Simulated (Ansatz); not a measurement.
C₂H₇Ge (`[CH3][GeH][CH3]`) radical, 10 atoms. Charge 0, multiplicity 2. Correlated methods include outer-core shells of Ge, which these sets cover unevenly. Scalar relativity is left out up to krypton. All runs use 4 threads of a server CPU on a shared host. Correlated methods freeze the cores. Open-shell runs search over several starts.

Question: How many basis functions does each run have, and how long does it take in Ansatz? UKS PBE-D4/def2-TZVPP energy and forces; UKS ωB97M-V/def2-QZVPP energy; UKS PBE0-D4/def2-SVP energy; UKS PBE0-D4/def2-QZVPP energy; UKS B97M-V/def2-TZVPP energy; direct RPA on PBE orbitals/def2-TZVPP energy; UKS PBE0-D4/def2-TZVP frequencies; UHF-CCSD(T)/def2-TZVPP energy; UHF-MP2/def2-QZVPP energy; UHF-CCSD(T)/def2-SVP energy; UKS PBE0-D4/def2-TZVPP energy; UKS ωB97M-V/def2-SVP energy. (Estimate.)

Answer: Ansatz gave: Other jobs shared the machine, so times are rough.

```tsv
level	job	functions	wall time	peak host memory (GiB)
UKS PBE0-D4/def2-SVP	energy	95	1.3 s	0.27
UKS PBE-D4/def2-TZVPP	energy and forces	208	2.2 s	0.29
UKS PBE0-D4/def2-TZVPP	energy	208	2.9 s	0.6
UKS ωB97M-V/def2-SVP	energy	95	4.4 s	0.46
direct RPA on PBE orbitals/def2-TZVPP	energy	208	4.6 s	0.61
UKS B97M-V/def2-TZVPP	energy	208	7 s	0.44
UHF-CCSD(T)/def2-SVP	energy	95	9 s	0.76
UKS PBE0-D4/def2-QZVPP	energy	413	9.5 s	1.7
UHF-MP2/def2-QZVPP	energy	413	17 s	2.2
UKS ωB97M-V/def2-QZVPP	energy	413	20 s	2.1
UKS PBE0-D4/def2-TZVP	frequencies	152	83 s	0.47
UHF-CCSD(T)/def2-TZVPP	energy	208	3 min	7.6
```
